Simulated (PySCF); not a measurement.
Orbital energies and ionisation energy

Compound: C5H6BF2N.
Geometry (PBE0-D3(BJ)/def2-SVP, Å), atoms numbered from 1 in this order:
```
atom  x, y, z in Å
F1     1.7230   -0.2794   -1.7659
B2     2.1856    0.3605   -0.7175
F3     3.4317    0.7916   -0.7594
C4     1.3150    0.6268    0.5647
N5    -0.0388    0.1402    0.4858
C6    -1.0589    0.7635   -0.1795
C7    -2.1648   -0.0599   -0.1431
C8    -1.7905   -1.2325    0.5642
C9    -0.4702   -1.0790    0.9330
H10    1.3170    1.7096    0.7816
H11    1.8198    0.1709    1.4333
H12   -0.9163    1.7459   -0.6262
H13   -3.1388    0.1637   -0.5737
H14   -2.4188   -2.0919    0.7892
H15    0.1971   -1.7387    1.4845
```

Level: CAM-B3LYP/def2-SVPD (PySCF). Frontier orbitals with their largest atomic shares (Löwdin; up to four atoms above 4 %):

| orbital | ε (eV) | main atoms |
| --- | --- | --- |
| HOMO−3 | -12.10 | C7 29 %, C8 28 %, C9 11 %, C6 10 % |
| HOMO−2 | -11.90 | C4 21 %, N5 12 %, B2 11 %, C9 9 % |
| HOMO−1 | -8.15 | N5 27 %, C7 24 %, C8 24 %, C9 5 % |
| HOMO | -7.51 | ? |
| LUMO | 0.73 | B2 55 %, C4 9 %, F3 7 %, H11 6 % |
| LUMO+1 | 0.95 | B2 38 %, C4 16 %, F1 16 %, F3 13 % |
| LUMO+2 | 1.49 | C9 12 %, C6 12 %, N5 11 %, C4 9 % |

What vertical ionisation energy does ΔSCF give, and how far is −ε(HOMO) from it?

ΔSCF: 8.27 eV (798 kJ/mol; threshold wavelength 150 nm); ⟨S²⟩ of the doublet left behind is 0.765, against 0.75 for a pure doublet. −ε(HOMO) is 7.51 eV, 0.76 eV below it. For the exact functional −ε(HOMO) would equal the first vertical ionisation energy; CAM-B3LYP (range-separated hybrid) falls short of its own ΔSCF value by 9 %.

On which atoms does the HOMO lie?

C6 (aromatic CH next to a ring nitrogen) 27 %, C9 (aromatic CH next to a ring nitrogen) 27 %, C8 (aromatic CH carbon) 15 %, C7 (aromatic CH carbon) 14 %, so no atom holds as much as 40 %. The HOMO−1 lies 0.64 eV lower.

How many of the 10 lowest singlet excitations (vertical TDDFT, same level) lie below the ionisation energy?

All 10; they run from 5.82 to 7.42 eV.

What total energies stand behind the ΔSCF value?

E(N) = -473.02572 Eh and E(N − 1) = -472.72195 Eh at the same geometry, 0.30377 Eh apart.

What kinetic energy would electrons from this vertical process carry with Lyman-α light (10.199 eV)?

10.20 − 8.27 = 1.93 eV.

With α = 76.3 au, estimate the like-pair dispersion coefficient by London's formula C6 = (3/4)α²I.

I = 0.3038 Eh, so C6 ≈ 1330 au, a rough estimate.

Isolated species at its PBE0-D3(BJ)/def2-SVP geometry (one conformer only).

These values come from a run that also computed excited states and ΔSCF ions. On one thread of an Arm Neoverse N1, shared host with 64 logical CPUs at a one-minute load of 63, this took 5.0 min wall and 1.3 GiB of memory at its peak.
